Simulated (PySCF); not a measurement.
**Ionising BPb**

PBE0; PySCF, scalar-relativistic core potentials, basis sets B def2-SVP, Pb def2-SVP with ECP60. Neutral (UKS): quartet (σ ↑, π ↑↑), Re = 2.254 Å, ωe = 519 cm⁻¹, De = 2.59 eV, HOMO -5.79 eV, LUMO -2.84 eV.

BPb⁺ (UKS): triplet (σ ↑, π ↑), Re = 2.456 Å, ωe = 397 cm⁻¹. The energies at the minima are -217.51731 hartree for BPb and -217.23477 for BPb⁺.

(1) Work out the adiabatic ionisation energy, without and with harmonic zero-point energies (1 hartree = 27.2114 eV, 1 eV = 8065.5 cm⁻¹), and the change of the bond length.

These are scalar-relativistic numbers at best; spin–orbit coupling would shift them, the dissociation energy most. States were picked by a PBE0 search and need not be the measured ground states.

## Answers

(1) At PBE0: 0.28254 hartree = 7.688 eV between the minima; the zero-point term (397.0 − 519.0)/2 cm⁻¹ = -0.008 eV makes it 7.681 eV. Re changes by +20.2 pm against the neutral. The electron leaves a π orbital, and the longer bond of the ion fits a bonding orbital, or a change in how ionic the bond is.
